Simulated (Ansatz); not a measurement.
Calculated with Ansatz (gas phase, PBE0-D4/def2-TZVP geometries, no zero-point term in ΔE). CCSD(T)/CBS adds triple-zeta CCSD(T) − MP2 to the extrapolated MP2 energy (def2 sets, frozen cores). Functionals use def2-TZVPP. For Ge outer-core shells are correlated without core-valence functions, which leaves a few kJ/mol of doubt a bond. Scalar relativity is left out up to krypton. Each species was taken in one conformer, which may not be the lowest.

`O[SiH2][GeH2][OH]` + `C=C[SiH2][NH][GeH3]` → `C=C[SiH2]N[SiH2]O` + `[OH][GeH2][GeH3]`  (redistribution)

| species | ωB97M-V energy (Eh) |
| --- | --- |
| `O[SiH2][GeH2][OH]` | -2520.49746 |
| `C=C[SiH2][NH][GeH3]` | -2502.73088 |
| `C=C[SiH2]N[SiH2]O` | -790.65110 |
| `[OH][GeH2][GeH3]` | -4232.61489 |

Work out ΔE.

ΔE = (-790.65110) + (-4232.61489) − (-2520.49746) − (-2502.73088) = -0.03765 Eh = -98.9 kJ/mol. CCSD(T)/CBS gives -94.2 kJ/mol.

Largest T1 diagnostic among the species: 0.012.

In def2-TZVPP, CCSD(T) changes the Hartree–Fock value by −5.4 kJ/mol (the triples alone add −0.5 kJ/mol) and MP2 by −7.8 kJ/mol. From BLYP to BHLYP (50 % exact exchange), in def2-TZVPP and without D4, ΔE moves by −4.1 kJ/mol. The D4 term adds −4.5 kJ/mol with B3LYP and −2.8 kJ/mol with PBE0; it sums over pairs of atoms, weighted by their polarisabilities, and B3LYP, whose exchange is more repulsive, gets the larger term.

B3LYP here is the variant with VWN-RPA as its local correlation; programs differ in this.
